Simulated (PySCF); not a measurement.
NMR data simulated for an unnamed compound:

$^{1}$H NMR (400 MHz, computed): δ 2.05 (s, 2H), 1.83 (br s, 2H).

$^{13}$C{$^{1}$H} NMR (computed): δ 122.1 (C), 118.5 (C), 4.1 (CH2).

How the numbers were obtained: GFN2-xTB geometry, σ from GIAO-PBE0/pcSseg-1, in PySCF (relativity neglected, fast rotation and ring inversion assumed for equivalent nuclei, no solvent model, single conformer).

Referencing at the same level of theory: TMS for $^{1}$H, $^{13}$C.

Which of these does the molecule contain: a nitrile, an NH or NH2 group, an aldehyde, an OH group, a non-aromatic C=C double bond?

Results:


- A nitrile: yes (δC 118.5).
- An NH or NH2 group: yes (δH 1.83 (br s)).
- An aldehyde: no.
- An OH group: no.
- A non-aromatic C=C double bond: no.

The data belong to `N#CC[Si](N)(C#N)C#N`, C4H4N4Si; they needn't prove each group on their own.

Carbon signals by region: 2 in the sp2 and nitrile region (100–160 ppm), 1 below 50 ppm.

The OH or NH signal is concentration- and solvent-dependent in practice; the value given is the gas-phase one. Shifts are as computed. Against solution values, carbons near 30 ppm lie about +3 ppm off and those near 130 ppm about +5 ppm. Of 1309 compounds with measured shifts, 239 miss one by over three times the rms of a fit or turn the order of signals round; such compounds aren't used in these exercises.
